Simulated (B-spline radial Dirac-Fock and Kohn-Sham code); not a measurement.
**Dipole and non-dipole photoemission parameters of Ca 3s**

System: atomic calcium, configuration 1s2 2s2 2p6 3s2 3p6 4s2; threshold 52.36 eV (orbital energy of the model). The computed values come from a radial finite-basis atomic code: Dirac-Hartree-Slater photoionisation with a Latter tail; cross sections with all multipoles, angular parameters from the dipole term and its interference with E2.

Input of the calculation (task.json; shells as n, l, electrons):

```json
{"items": [{
  "Z": 20,
  "q": 0,
  "cfg": [[1, 0, 2], [2, 0, 2], [2, 1, 6], [3, 0, 2], [3, 1, 6], [4, 0, 2]],
  "A": 40,
  "rrms": 3.4776,
  "do": "xps",
  "hv": [57.5, 73.9, 80, 90.0, 97.7, 100, 124.0, 154.0, 200, 250.0, 253.0, 264.0, 300, 400, 477.0, 511.0, 621.0, 685.0, 764.0, 919.0, 1700.0, 2610.0, 2984.4, 3960.0, 4550.0, 5090.0, 5414.7, 7990.0, 8320.0, 9251.7],
  "edges": {"K": 4038.5, "L1": 438.4, "L2": 349.7, "L3": 346.2}
}]}
```

Run with: `python xray2_run.py task.json out`

For linearly polarised light dσ/dΩ = σ/(4π) [1 + β P₂(cos θ) + (δ + γ cos²θ) sin θ cos φ], with θ from the polarisation vector and φ the angle between the beam and the projection of the electron momentum on the plane normal to the polarisation.

```
hν (eV)  σ (kb)      β       γ
   73.9     438  1.999   0.117
     80     429  1.999   0.150
     90     406  1.999   0.181
   97.7     384  1.999   0.193
    100     377  1.999   0.196
    124     307  2.000   0.195
    154     240  2.000   0.166
    200     169  2.000   0.112
    250     122  2.000   0.061
    253     120  2.000   0.059
    264     112  2.000   0.049
    300    91.7  2.000   0.023
    400    57.0  2.000  -0.024
    477    42.1  2.000  -0.040
    511    37.2  2.000  -0.043
    621    26.2  2.000  -0.042
    685    21.9  2.000  -0.034
    764    17.8  2.000  -0.022
    919    12.5  2.000   0.012
   1700       ?      ?       ?
   2610    1.42  2.000   0.503
 2984.4    1.05  2.000   0.603
   3960   0.540  2.000   0.840
   4550   0.386  2.000   0.969
   5090   0.293  2.000   1.080
 5414.7   0.252  2.000   1.143
   7990  0.0933  2.000   1.581
   8320  0.0840  2.000   1.631
 9251.7  0.0635  1.999   1.766
```

Question: Give the values at 1700 eV.

Answer: σ = 3.62 kb, β = 2.000, γ = 0.240. For an s subshell δ is negligible.
